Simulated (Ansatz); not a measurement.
`C#C[Si](F)(Cl)Cl` + `[NH2][InH2]` → `C#[C][InH][NH2]` + `F[SiH](Cl)Cl`  (formal exchange of groups at a C–Si bond)

Calculated with Ansatz (gas phase, PBE0-D4/def2-TZVP geometries, no zero-point term in ΔE). CCSD(T)/CBS is the MP2 limit (def2-TZVPP, def2-QZVPP) plus CCSD(T) − MP2 in def2-TZVPP, frozen cores. Functionals use def2-TZVPP. HSE06 is defined as in plane-wave codes. Elements past krypton have def2 core potentials. For In outer-core shells are correlated without core-valence functions, which leaves a few kJ/mol of doubt a bond. One conformer a species, not always the lowest.

```csv
level,ΔE (kJ/mol)
PBE-D4,13.2
ωB97M-V,6.8
PBE-QIDH,3.9
PBE,9.8
r2SCANh,10.5
HSE06,7.5
CCSD(T)/def2-SVP,5.6
HF/CBS(def2),-3.7
```

(1) What does CCSD(T)/CBS give? (Best estimate.)

(2) What do rigid-rotor, harmonic-oscillator terms from PBE0-D4/def2-TZVP frequencies (298.15 K, 1 bar) make of the CCSD(T)/CBS value? (An estimate is asked.)

Largest T1 diagnostic among the species: 0.016.

## Answers

(1) Ansatz gave: +1.8 kJ/mol. The listed levels differ from it by 11.4, 5.0, 2.1, 8.0, 8.7, 5.7, 3.8, -5.5 kJ/mol.

(2) Ansatz gave: ΔZPE = +3.9 kJ/mol, ΔH = +5.8 kJ/mol, ΔS = 23 J/(mol·K), ΔG = -1.0 kJ/mol.

In def2-TZVPP, CCSD(T) changes the Hartree–Fock value by +3.6 kJ/mol (the triples alone add +0.6 kJ/mol) and MP2 by +3.8 kJ/mol. The D4 term adds +5.6 kJ/mol with B3LYP and +3.0 kJ/mol with PBE0; it sums over pairs of atoms, weighted by their polarisabilities, and B3LYP, whose exchange is more repulsive, gets the larger term.

B3LYP here is the variant with VWN-RPA as its local correlation; programs differ in this.
